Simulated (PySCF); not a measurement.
## Which determinant of BBr lies lowest?

Unrestricted PBE0; PySCF, no relativity, basis sets B def2-TZVPPD, Br def2-TZVPPD. Outer shells of the fragments: B 2s2 2p1; Br 3d10 4s2 4p5.

Followed along the bond (rough minima from three points):

| 2Ms+1 | unpaired | ⟨S²⟩ at the start | R at minimum (Å) | Te (eV) |
| --- | --- | --- | --- | --- |
| 1 | none | 0.00 | 1.90 | 0.00 |
| 3 | σ ↑, π ↑ | 2.01 | none in the scan | ≤ 1.99 |

Solutions found at the starting distance of 1.930 Å, counted from the lowest of them; the search is not exhaustive and high or unbound solutions are not listed, so other states can lie among these:

```json
{"2Ms+1": "1", "unpaired": "none", "term": "¹Σ⁺", "E (eV)": "0.00", "⟨S²⟩": "0.00", "⟨Lz²⟩": "0.00", "μ (D)": "1.23"}
{"2Ms+1": "3", "unpaired": "σ ↑, π ↑", "term": "³Π", "E (eV)": "1.98", "⟨S²⟩": "2.01", "⟨Lz²⟩": "1.00", "μ (D)": "-0.16"}
{"2Ms+1": "1", "unpaired": "σ ↑, π ↓", "term": "mixed", "E (eV)": "2.80", "⟨S²⟩": "1.01", "⟨Lz²⟩": "1.01", "μ (D)": "0.26"}
{"2Ms+1": "3", "unpaired": "π ↑↑", "term": "mixed", "E (eV)": "5.51", "⟨S²⟩": "2.01", "⟨Lz²⟩": "2.01", "μ (D)": "4.39"}
{"2Ms+1": "3", "unpaired": "π ↑↑", "term": "mixed", "E (eV)": "5.79", "⟨S²⟩": "2.01", "⟨Lz²⟩": "2.02", "μ (D)": "4.37"}
{"2Ms+1": "1", "unpaired": "π ↑↓", "term": "mixed", "E (eV)": "5.83", "⟨S²⟩": "1.01", "⟨Lz²⟩": "2.02", "μ (D)": "4.36"}
{"2Ms+1": "3", "unpaired": "σ ↑↑", "term": "³Σ⁺", "E (eV)": "5.98", "⟨S²⟩": "2.01", "⟨Lz²⟩": "0.00", "μ (D)": "-3.34"}
{"2Ms+1": "1", "unpaired": "π ↑↓", "term": "mixed", "E (eV)": "6.62", "⟨S²⟩": "1.01", "⟨Lz²⟩": "2.01", "μ (D)": "-0.78"}
{"2Ms+1": "1", "unpaired": "σ ↑, π ↑↓↓", "term": "mixed", "E (eV)": "8.06", "⟨S²⟩": "2.01", "⟨Lz²⟩": "3.02", "μ (D)": "3.65"}
{"2Ms+1": "3", "unpaired": "σ ↑, π ↑", "term": "³Π", "E (eV)": "8.49", "⟨S²⟩": "2.00", "⟨Lz²⟩": "1.02", "μ (D)": "-0.68"}
```

A term symbol is given only where ⟨S²⟩ and ⟨Lz²⟩ are close to those of a pure state; real π, δ and φ orbitals otherwise mix terms. A positive dipole means B(−)Br(+).

Counting both spins, an empty level lies below a filled one in some of these solutions, because spin and occupation are held.
